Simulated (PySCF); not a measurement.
# Threshold energies of SiSe in a plasma

r²SCAN in PySCF with def2-TZVPPD on every atom, for the lowest determinant that a PBE0 search found; no spin–orbit coupling.

| species | state (unpaired electrons) | Re (Å) | ωe (cm⁻¹) | energy of the minimum from the neutral (eV) | De (eV) | dissociates to |
| --- | --- | --- | --- | --- | --- | --- |
| SiSe | singlet (closed shell) | 2.068 | 583 | 0.00 | 5.66 | Si + Se |
| SiSe⁺ | doublet (π ↑) | 2.213 | 462 | 9.97 | 4.01 | Si⁺ + Se |
| SiSe⁻ | doublet (π ↑) | 2.178 | 471 | -0.77 | 4.32 | Si + Se⁻ |

Work out the lowest energy to break SiSe into atoms, from its vibrational ground state.

D0 = De − ωe/2 = 5.66 − 0.04 = 5.62 eV (r²SCAN/def2-TZVPPD).

Work out the ionisation energy of the Si atom at this level and the threshold of dissociative ionisation.

IE(Si) = 9.97 + 4.01 − 5.66 = 8.32 eV, so Si⁺ + Se + e⁻ appears at D0 + IE(Si) = 13.94 eV (r²SCAN/def2-TZVPPD). The measured IE(Si) is 8.152 eV (NIST ASD).

Work out the electron affinity of the Se atom and the threshold of dissociative attachment.

EA(Se) = 5.66 − 4.32 − (-0.77) = 2.11 eV, so Si + Se⁻ needs D0 − EA(Se) = 3.51 eV (r²SCAN/def2-TZVPPD). The measured EA(Se) is 2.021 eV.

At which energy does ion-pair formation open?

Si⁺ + Se⁻ lies at D0 + IE(Si) − EA(Se) = 11.83 eV (r²SCAN/def2-TZVPPD).

These are thermodynamic thresholds; the onsets seen under electron impact lie higher where the geometry changes, and cross-sections peak well above them.

For an ion De counts to the pair picked by the measured ionisation energies or electron affinities, which need not be the lowest pair at this level. The highest Kohn–Sham level is positive in this anion. Much of that is self-interaction error, but it also means that the finite basis helps to hold the extra electron. States were picked by a PBE0 search and need not be the measured ground states.
